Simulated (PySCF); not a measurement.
Isomers of C6H9N3O, mass 139.075 u with the commonest isotopes. Method used: PBE0/pcSseg-1 in PySCF (dipole) on a GFN2-xTB geometry, gas phase. One conformer each, none proved a minimum here; rigid rotors.

**Question.** Order these by radius of gyration √(Σ m r²/M), smallest first.
A. `[CH3:1][O:2][c:3]1[cH:4][n:5][n:6]([CH:7]2[CH2:8][CH2:9]2)[n:10]1` with C1–O2–C3–C4 179°, N5–N6–C7–C8 -41°
B. `[CH3:1][CH2:2][n:3]1[n:4][n:5][cH:6][c:7]1[C:8]([CH3:9])=[O:10]` with C1–C2–N3–N4 96°, C6–C7–C8–C9 2°
C. `[CH3:1][CH:2]([CH3:3])[n:4]1[n:5][n:6][cH:7][c:8]1[CH:9]=[O:10]` with C1–C2–N4–N5 35°, C7–C8–C9–O10 177°
D. `[CH3:1][C:2](=[O:3])[c:4]1[n:5][n:6]([CH3:7])[n:8][c:9]1[CH3:10]` with C1–C2–C4–N5 -1°
E. `[CH2:1]=[CH:2][n:3]1[n:4][n:5][c:6]([O:7][CH3:8])[c:9]1[CH3:10]` with C1–C2–N3–N4 0°, N5–C6–O7–C8 0°

**Answer.** C (2.087 Å), B (2.117 Å), D (2.210 Å), E (2.265 Å), A (2.330 Å).

**Question.** Order these by rotational constant B, largest first.
A. `[CH3:1][C:2](=[O:3])[c:4]1[n:5][n:6][n:7]([CH3:8])[c:9]1[CH3:10]` with C1–C2–C4–N5 -4°
B. `[CH3:1][C:2](=[O:3])[c:4]1[n:5][n:6]([CH3:7])[n:8][c:9]1[CH3:10]` with C1–C2–C4–N5 -1°
C. `[CH3:1][O:2][c:3]1[cH:4][n:5][n:6]([CH:7]2[CH2:8][CH2:9]2)[n:10]1` with C1–O2–C3–C4 179°, N5–N6–C7–C8 -41°
D. `[CH3:1][CH2:2][n:3]1[n:4][n:5][cH:6][c:7]1[C:8]([CH3:9])=[O:10]` with C1–C2–N3–N4 96°, C6–C7–C8–C9 2°
E. `[CH2:1]=[CH:2][n:3]1[n:4][n:5][c:6]([O:7][CH3:8])[c:9]1[CH3:10]` with C1–C2–N3–N4 0°, N5–C6–O7–C8 0°
F. `[CH3:1][CH:2]([CH3:3])[n:4]1[n:5][n:6][cH:7][c:8]1[CH:9]=[O:10]` with C1–C2–N4–N5 35°, C7–C8–C9–O10 177°

**Answer.** F (1461 MHz), D (1412 MHz), B (1116 MHz), A (1042 MHz), E (918.6 MHz), C (775.6 MHz).

**Question.** Order these by dipole moment, largest first.
A. `[CH3:1][O:2][c:3]1[cH:4][n:5][n:6]([CH:7]2[CH2:8][CH2:9]2)[n:10]1` with C1–O2–C3–C4 179°, N5–N6–C7–C8 -41°
B. `[CH3:1][CH2:2][n:3]1[n:4][n:5][cH:6][c:7]1[C:8]([CH3:9])=[O:10]` with C1–C2–N3–N4 96°, C6–C7–C8–C9 2°
C. `[CH3:1][CH:2]([CH3:3])[n:4]1[n:5][n:6][cH:7][c:8]1[CH:9]=[O:10]` with C1–C2–N4–N5 35°, C7–C8–C9–O10 177°
D. `[CH3:1][C:2](=[O:3])[c:4]1[n:5][n:6]([CH3:7])[n:8][c:9]1[CH3:10]` with C1–C2–C4–N5 -1°
E. `[CH2:1]=[CH:2][n:3]1[n:4][n:5][c:6]([O:7][CH3:8])[c:9]1[CH3:10]` with C1–C2–N3–N4 0°, N5–C6–O7–C8 0°
F. `[CH3:1][C:2](=[O:3])[c:4]1[n:5][n:6][n:7]([CH3:8])[c:9]1[CH3:10]` with C1–C2–C4–N5 -4°

**Answer.** F (4.26 D), D (3.48 D), E (2.98 D), B (2.39 D), A (1.62 D), C (1.43 D).

```tsv
SMILES	point group	Ia (u·Å²)	Ib (u·Å²)	Ic (u·Å²)	κ	μa (D)	μb (D)	μc (D)
COc1cnn(C2CC2)n1	near Cs	124.93	651.63	733.78	-0.95	0.42	1.56	0.00
CC(=O)c1nn(C)nc1C	–	230.92	452.97	674.48	-0.49	3.04	1.71	0.02
C=Cn1nnc(OC)c1C	Cs	166.53	550.14	710.34	-0.82	0.78	2.87	0.00
CCn1nncc1C(C)=O	C1	287.92	357.90	601.11	0.25	2.22	0.86	0.22
CC(=O)c1nnn(C)c1C	–	191.85	485.03	667.19	-0.70	3.84	1.83	0.24
CC(C)n1nncc1C=O	C1	304.28	345.89	561.22	0.47	0.01	1.43	0.08
```
